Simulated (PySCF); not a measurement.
BI₃, SMILES IB(I)I.

Coordinates come from a PBE0-D3(BJ)/def2-SVP optimisation. The isomer is the one that the SMILES or the coordinates give; other isomers of the formula were not compared. The def2 effective core potentials stand for the cores of I; spin–orbit coupling is left out.

These are PBE/def2-TZVP (PySCF) values and carry that method's errors.

Symmetry labels are those of the subgroup C2v that the program uses (full group D3h).

Computed valence orbital energies around the gap with their symmetry:
| orbital | symmetry | energy (eV) |
|---|---|---|
| HOMO−7 | B1 | -9.36 |
| HOMO−6 | A1 | -9.36 |
| HOMO−5 | B2 | -8.28 |
| HOMO−4 | A1 | -6.96 |
| HOMO−3 | B1 | -6.96 |
| HOMO−2 | A2 | -6.92 |
| HOMO−1 | B2 | -6.92 |
| HOMO | B1 | -6.26 |
| LUMO | B2 | -3.25 |
| LUMO+1 | A1 | -1.89 |
| LUMO+2 | B1 | -0.27 |
| LUMO+3 | A1 | -0.27 |
